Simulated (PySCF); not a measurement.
SeF4, SMILES F[Se](F)(F)F. The structure is a stationary point at TPSSh-D3(BJ)/def2-SVP. The isomer is the one that the SMILES or the coordinates give; other isomers of the formula were not compared.

Calculation: TPSSh-D3(BJ)/def2-SVP (PySCF 2.14.0).

Harmonic wavenumbers (cm⁻¹): 157, 231, 341, 344, 379, 586, 670, 710, 723. Rotational constants (GHz): 5.100, 3.300, 2.698; symmetry number 2.

Problem. Work out the zero-point energy and the ideal-gas rigid-rotor harmonic-oscillator thermochemistry at 298.15 K and 1 atm.

Solution. ZPE = ½ Σ hcν = ½ × 4141 cm⁻¹ = 24.77 kJ/mol. H − E(el) = 41.83 kJ/mol. Entropy in J/(mol K): translation 171.64, rotation 104.54, vibration 38.89, total 315.07. G − E(el) = -52.11 kJ/mol. Cp = 83.17 J/(mol K).
